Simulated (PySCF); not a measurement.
## Static response to an electric field

Species: C6H8O2.
Cartesian coordinates in Å at the GFN2-xTB level; atoms count from 1:
```
atom  x, y, z in Å
C1    -3.414    0.041    0.193
C2    -2.155   -0.238    0.517
C3    -1.025    0.288   -0.261
O4    -1.128    1.023   -1.220
C5     0.360   -0.166    0.242
O6     0.476   -0.799    1.262
C7     1.495    0.255   -0.645
C8     2.852   -0.178   -0.111
H9    -3.628    0.666   -0.660
H10   -4.252   -0.334    0.755
H11   -1.893   -0.860    1.360
H12    1.438    1.341   -0.756
H13    1.309   -0.164   -1.638
H14    3.646    0.154   -0.774
H15    2.894   -1.261   -0.025
H16    3.019    0.243    0.877
```

Level: CAM-B3LYP/def2-SVPD (PySCF), static field, nuclei fixed, core orbitals frozen in the response. The polarisability tensor in these axes (au):

```
x   102.51  -1.32  -2.27
y    -1.32  60.75 -10.64
z    -2.27 -10.64  69.12
```

Question: Diagonalise the tensor; give its mean and Δα, where Δα² is half the sum of the squared differences of the eigenvalues.

Answer: Principal values 53.39, 76.32 and 102.67 au; mean 77.46 au = 11.48 Å³ = 12.77 × 10⁻⁴⁰ C²·m²/J; Δα = 42.71 au (55 % of the mean).

Question: What is the dipole moment, and where does it point?

Answer: (-0.54, -0.18, -0.21) D, 0.61 D in size, pointing from the negative to the positive side. Measured along this direction, the outermost atoms are H16 and H14 at the negative end and H10 at the positive end.

Question: What molar refraction does this α imply?

Answer: Lorentz–Lorenz: R = (4π/3)N_A α = 2.5225 cm³/(mol·Å³) × 11.48 Å³ = 29.0 cm³/mol, in the limit of long wavelengths.

Question: How large is μ²/3kT at 298 K beside α?

Answer: In Gaussian units μ²/3kT = 2.99 Å³ against 11.48 Å³, a ratio of 0.26; the Debye molar polarisation (4π/3)N_A(α + μ²/3kT) is 36.5 cm³/mol, leaving out the vibrational part.

Question: Find the Langevin capture rate constant for O2+ (31.990 u) meeting this molecule (112.052 u), k = 2.342 × 10⁻⁹ cm³/s × √(α in Å³ / reduced mass in u).

Answer: The reduced mass is 24.89 u, so k = 1.59 × 10⁻⁹ cm³/s. The formula leaves out the permanent dipole, which adds to the capture rate.

Question: Refractivity n − 1 of an ideal gas of it at 298.15 K and 1 atm, from the electronic α?

Answer: N = p/kT = 2.4615 × 10¹⁹ cm⁻³, so n − 1 = 2π × N × 11.48 × 10⁻²⁴ cm³ = 1775 × 10⁻⁶ at long wavelengths, for an ideal gas.

Question: Rayleigh depolarisation ratio (linearly polarised light, static tensor)?

Answer: ρ = 3Δα²/(45ᾱ² + 4Δα²) = 5472.2/(270014 + 7296.3) = 0.0197.

Geometry: GFN2-xTB, one conformer, isolated molecule.
